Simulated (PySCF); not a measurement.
SMILES S(C)c1ccccc1[SiH3] (C7H10SSi), GFN2-xTB optimised geometry.

```
19

C     -2.93    -1.70    -0.31
S     -1.18    -2.06     0.02
C     -0.39    -0.48     0.00
C     -1.10     0.71     0.00
C     -0.43     1.92    -0.01
C      0.96     1.94    -0.01
C      1.66     0.75     0.00
C      1.01    -0.48     0.00
Si     1.98    -2.10    -0.01
H     -3.37    -1.18     0.53
H     -3.02    -1.13    -1.23
H     -3.41    -2.67    -0.42
H     -2.18     0.71     0.01
H     -0.99     2.84    -0.01
H      1.48     2.88    -0.01
H      2.74     0.76     0.00
H      1.65    -2.88     1.18
H      1.67    -2.85    -1.22
H      3.41    -1.74     0.00
```

Density from PBE/def2-SVP (PySCF 2.14.0) at that geometry.

Minimum of the electron density along straight lines between bonded atoms, close to the bond critical point (lines longer than 1.1 times the sum of covalent radii, or with two minima, are not listed):

```csv
bond,length / Å,ρ at the minimum / e bohr⁻³,∇²ρ there / e bohr⁻⁵,position (fraction from the first atom)
C1–S2,1.820,0.177,-0.29,0.46
S2–C3,1.768,0.196,-0.37,0.53
C3–C4,1.387,0.306,-0.74,0.51
C4–C5,1.384,0.308,-0.76,0.50
C5–C6,1.383,0.310,-0.77,0.50
C6–C7,1.384,0.309,-0.77,0.50
C3–C8,1.399,0.298,-0.71,0.51
C7–C8,1.388,0.304,-0.73,0.50
C8–Si9,1.886,0.112,0.33,0.62
C1–H10,1.086,0.277,-1.03,0.64
C1–H11,1.086,0.277,-1.04,0.64
C1–H12,1.086,0.277,-1.03,0.64
C4–H13,1.079,0.281,-1.05,0.63
C5–H14,1.080,0.281,-1.05,0.63
C6–H15,1.080,0.280,-1.04,0.63
C7–H16,1.081,0.282,-1.05,0.63
Si9–H17,1.463,0.117,0.31,0.49
Si9–H18,1.463,0.117,0.31,0.49
Si9–H19,1.465,0.116,0.32,0.49
```
